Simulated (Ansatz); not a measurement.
One change: `C[SiH](C)[SeH]` becomes `C[SiH](C)[AlH][Cl]`.

Ansatz, PBE0-D4/def2-TZVP geometries, multiplicity 1. Each molecule was computed in one conformer, which needn't be the lowest.

Scalar relativity is left out up to krypton. Spin–orbit coupling is left out; it splits and shifts lone-pair levels of the heavy atoms by tenths of an eV.

| property | `C[SiH](C)[SeH]` |
| --- | --- |
| HOMO–LUMO gap (PBE0/def2-TZVPP) / eV | 6.98 |
| HOMO energy (PBE/def2-TZVPP) / eV | -5.63 |
| HOMO–LUMO gap (ωB97M-V/def2-TZVPP) / eV | 10.86 |
| size of the dipole moment (ωB97M-V/def2-TZVPP) / D | 1.67 |
| LUMO energy (B3LYP/def2-TZVPP) / eV | -0.07 |
| LUMO energy (PBE0/def2-TZVPP) / eV | 0.20 |

**Question.** What does the change do to each property? (An estimate is asked.)

**Answer.** Computed: 
```csv
property,`C[SiH](C)[AlH][Cl]`,shift
HOMO–LUMO gap (PBE0/def2-TZVPP) / eV,5.44,-1.54
HOMO energy (PBE/def2-TZVPP) / eV,-6.12,-0.49
HOMO–LUMO gap (ωB97M-V/def2-TZVPP) / eV,9.07,-1.79
size of the dipole moment (ωB97M-V/def2-TZVPP) / D,2.10,0.43
LUMO energy (B3LYP/def2-TZVPP) / eV,-1.95,-1.88
LUMO energy (PBE0/def2-TZVPP) / eV,-1.77,-1.97
```

With PBE0 the HOMO falls by 0.45 eV and the LUMO falls by 1.97 eV, so the gap narrows by about 1.52 eV. PBE moves the HOMO by -0.49 eV and ωB97M-V by -0.25 eV. Dipoles are sizes alone; their direction can turn.

Positive LUMOs are unbound, so they and the gaps depend on the basis.

B3LYP here is the variant with VWN-RPA as its local correlation; programs differ in this.
